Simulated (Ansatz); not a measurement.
Computed with Ansatz on PBE0-D4/def2-TZVP structures; ΔE is electronic, products minus reactants. CCSD(T)/CBS adds triple-zeta CCSD(T) − MP2 to the extrapolated MP2 energy (def2 sets, frozen cores). Functionals use def2-TZVPP. Elements past krypton have def2 core potentials. For Y, Zr outer-core shells are correlated without core-valence functions, which leaves a few kJ/mol of doubt a bond. One conformer a species, not always the lowest.

Consider the redistribution: `[NH2][Zr]([OH])([OH])[F]` + `[NH2][Y]([OH])[F]` → `[NH2][Zr]([OH])([F])[F]` + `[NH2][Y]([OH])[OH]`.

```json
{"level": "r2SCAN0-D4", "ΔE (kJ/mol)": "6.0"}
{"level": "BHLYP-D4", "ΔE (kJ/mol)": "7.9"}
{"level": "ωB97M-V", "ΔE (kJ/mol)": "5.4"}
{"level": "B2PLYP", "ΔE (kJ/mol)": "4.6"}
{"level": "PBE", "ΔE (kJ/mol)": "4.8"}
{"level": "HF/def2-SVP", "ΔE (kJ/mol)": "12.5"}
{"level": "CCSD(T)/def2-SVP", "ΔE (kJ/mol)": "7.6"}
{"level": "HF/CBS(def2)", "ΔE (kJ/mol)": "8.4"}
```

(1) What does CCSD(T)/CBS give? (An estimate is asked.)

Largest T1 diagnostic among the species: 0.017.

Results:

(1) The calculation gave: +7.4 kJ/mol. The listed levels differ from it by -1.4, 0.5, -2.0, -2.8, -2.6, 5.1, 0.2, 1.0 kJ/mol.

In def2-TZVPP, CCSD(T) changes the Hartree–Fock value by −3.7 kJ/mol (the triples alone add −0.6 kJ/mol) and MP2 by −3.5 kJ/mol. Leaving LDA and LC-ωPBE aside and taking each functional with its dispersion term where it has one, the values, not all of them listed here, spread over 3.4 kJ/mol, from B97M-V to BHLYP-D4.

CCSD(T)/CBS has its own doubt, a few kJ/mol and more with outer-core shells, so smaller differences from it don't rank the levels.
